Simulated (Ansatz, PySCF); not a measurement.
Reaction 2 R1 → P1 + P2, each structure at its B3LYP-D3(BJ)/def2-TZVP stationary point, reached from a drawn start (curvature not checked).
R1: H4OSi (SMILES O[SiH3]), charge 0, multiplicity 1.
P1: H6OSi2 (SMILES [SiH3]O[SiH3]), charge 0, multiplicity 1.
P2, H2O (SMILES O) (charge 0, multiplicity 1):
```xyz
3

O      0.000     0.000     0.390
H      0.000     0.765    -0.195
H      0.000    -0.765    -0.195
```

P less R. No zero-point or thermal terms.

Correlated levels freeze the cores.

Run with Ansatz (a quantum-chemistry and plane-wave program); PySCF for the D3/D4 terms. Each number belongs to the level named beside it.

Total energies in hartree:

```tsv
structure	PBE/def2-TZVPP	B3LYP-D3(BJ)/def2-TZVPP	CCSD(T)/cc-pV(Q+d)Z
R1	-366.956170	-367.231214	-366.662818
P1	-657.536663	-658.002920	-656.973655
P2	-76.380147	-76.467236	-76.359711
```

Question: Work out the reaction energy at each level in kJ/mol (1 hartree = 2625.49964 kJ/mol), and say how far PBE/def2-TZVPP lies from CCSD(T)/cc-pV(Q+d)Z.

Answer: 
- PBE/def2-TZVPP: (-657.536663) + (-76.380147) − 2 × (-366.956170) = -0.004470 hartree = -11.7 kJ/mol
- B3LYP-D3(BJ)/def2-TZVPP: (-658.002920) + (-76.467236) − 2 × (-367.231214) = -0.007728 hartree = -20.3 kJ/mol
- CCSD(T)/cc-pV(Q+d)Z: (-656.973655) + (-76.359711) − 2 × (-366.662818) = -0.007730 hartree = -20.3 kJ/mol
PBE/def2-TZVPP less CCSD(T)/cc-pV(Q+d)Z: 8.6 kJ/mol. CCSD(T)/cc-pV(Q+d)Z is the level counted from, the highest shown, and no exact or measured value.
